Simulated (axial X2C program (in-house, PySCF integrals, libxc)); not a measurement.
**Nuclear properties of FGeF**

Calculated with an axial X2C code built on PySCF integrals: two-component X2C with atomic mean-field Coulomb and Gaunt terms, Gaussian nuclei, basis F dyall-av3z, Ge dyall-v3z with contracted cores.

F–Ge–F held linear, with bonds 1.842 and 1.842 Å (near the PBE0 minimum at charge 0 of the determinant lowest at the starting distance; the state shown can have its own minimum elsewhere, held linear; other orders of the atoms were not compared).

Input and command:
```json
{"zs": [9, 32, 9], "q": 0, "bas": ["dyall-av3z", "dyall-v3z", "dyall-av3z"], "r0": [1.85, 1.85], "symm": 1, "scan": ["PBE0", "HF", "LDA"], "levels": ["PBE0", "HF", "B3LYP"], "nst": 2}
```
```bash
python solin.py task.json out
```

Keys: zs atomic numbers; q charge; bas basis sets; r0 starting distance in Å; symm equal bonds; scan levels of the two-bond scan; levels methods; nst determinants followed.

Determinant lowest in the PBE0 search, Ω = 0 (closed shell), highest spinor 53% F p, 24% Ge s, 12% Ge d:

```json
{"level": "PBE0", "qzz F (a.u.)": "-0.02", "qzz Ge (a.u.)": "-3.12"}
{"level": "HF", "qzz F (a.u.)": "0.05", "qzz Ge (a.u.)": "-2.91"}
{"level": "B3LYP", "qzz F (a.u.)": "-0.07", "qzz Ge (a.u.)": "-3.10"}
```

qzz is the electric field gradient, eQq0 = 234.96 MHz × Q/barn × qzz. The operators were transformed with the bare-nucleus X2C matrices; with these basis sets, hyperfine constants and field gradients can be off by tens of per cent, and where levels differ in sign neither size nor sign is settled.

(1) With Q(73Ge) = -0.196 barn (Q from Pyykkö, Mol. Phys. 2018), turn the PBE0 values of the first state into constants in MHz.

The molecule was held linear; bending was not examined, so a bent shape may lie lower.

Each state is one determinant with collinear spin. The search compared states at one distance, so a state with another bond length can lie lower. Where a field gradient or hyperfine factor spreads by more than a factor of two over the levels, a constant derived from it is not to be relied on.

Results:

(1) eQq0(73Ge) = 234.96 × (-0.196) × (-3.12) = 144 MHz.
